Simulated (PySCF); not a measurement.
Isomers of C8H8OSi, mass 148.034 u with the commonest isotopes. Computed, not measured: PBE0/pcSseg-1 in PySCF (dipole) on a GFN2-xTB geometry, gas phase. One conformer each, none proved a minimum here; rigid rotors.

Question: Order these by out-of-plane moment Σ m c² = (Ia + Ib − Ic)/2, smallest first.
A. `[CH:1]1=[CH:2][C:3]([c:4]2[cH:5][cH:6][cH:7][o:8]2)=[CH:9][SiH2:10]1` with C2–C3–C4–C5 0°
B. `[CH2:1]=[C:2]([CH3:3])[SiH2:4][C:5]#[C:6][C:7]#[C:8][CH:9]=[O:10]` with C1–C2–Si4–C5 -4°
C. `[CH2:1]=[CH:2][CH2:3][SiH2:4][C:5]#[C:6][C:7]#[C:8][CH:9]=[O:10]` with C1–C2–C3–Si4 -107°, C2–C3–Si4–C5 -60°

Answer: A (2.97 u·Å²), B (14.11 u·Å²), C (28.54 u·Å²).

Question: Order these by rotational constant B, smallest first.
A. `[CH:1]1=[CH:2][C:3]([c:4]2[cH:5][cH:6][cH:7][o:8]2)=[CH:9][SiH2:10]1` with C2–C3–C4–C5 0°
B. `[CH2:1]=[CH:2][CH2:3][SiH2:4][C:5]#[C:6][C:7]#[C:8][CH:9]=[O:10]` with C1–C2–C3–Si4 -107°, C2–C3–Si4–C5 -60°
C. `[CH2:1]=[C:2]([CH3:3])[SiH2:4][C:5]#[C:6][C:7]#[C:8][CH:9]=[O:10]` with C1–C2–Si4–C5 -4°

Answer: C (313.6 MHz), B (328.0 MHz), A (655.6 MHz).

```csv
SMILES,point group,Ia (u·Å²),Ib (u·Å²),Ic (u·Å²),κ,μa (D),μb (D),μc (D)
C=CC[SiH2]C#CC#CC=O,C1,204.63,1540.95,1688.50,-0.97,3.45,0.99,1.88
C=C(C)[SiH2]C#CC#CC=O,C1,135.06,1611.35,1718.20,-0.99,3.72,0.46,1.65
C1=CC(c2ccco2)=C[SiH2]1,Cs,135.42,770.89,900.36,-0.94,0.92,0.62,0.00
```
